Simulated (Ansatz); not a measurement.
H₄O₂SSiTe, SMILES `O[Si](O)(S)[TeH]`. The species carries charge 0 and has multiplicity 1. Te: def2 effective core potential.

```tsv
atom	x (Å)	y (Å)	z (Å)
O1	0.609	-0.737	-1.135
Si2	0.033	0.282	0.012
O3	0.281	1.870	-0.292
S4	1.079	-0.301	1.772
Te5	-2.449	0.238	0.130
H6	0.092	-0.787	-1.943
H7	1.170	2.204	-0.148
H8	1.606	-1.378	1.165
H9	-2.422	-1.390	0.440
```

Q: List the harmonic frequencies (cm⁻¹, unscaled) at PBE0-D4/def2-TZVP in Ansatz. (Best estimate.)

A: Ansatz gave: 73, 121, 153, 182, 206, 221, 273, 306, 320, 397, 525, 574, 726, 809, 864, 880, 967, 2157, 2718, 3891, 3893.

Q: Is this a minimum?

A: Yes, all 21 modes are real.

Q: Give the ideal-gas thermochemistry at 298.15 K and 1 bar (rigid rotor, harmonic oscillator; point group C1, symmetry number 1).

A: Zero-point energy 121.2 kJ/mol; H(298) − E = 147.1 kJ/mol; entropy 397.7 J/(mol·K), of which translation 176.3, rotation 123.6, vibration 97.8; G(298) − E = 28.5 kJ/mol. Modes under 100 cm⁻¹ are hindered rotations or soft bends, so the harmonic entropy is rough.

Q: And at 400, 500, 600, 800 and 1000 K?

A: 
```tsv
T (K)	H − E (kJ/mol)	S (J/mol/K)	G − E (kJ/mol)
400	161.0	437.9	-14.1
500	175.9	471.1	-59.6
600	191.6	499.7	-108.2
800	224.7	547.2	-213.1
1000	259.3	585.9	-326.5
```
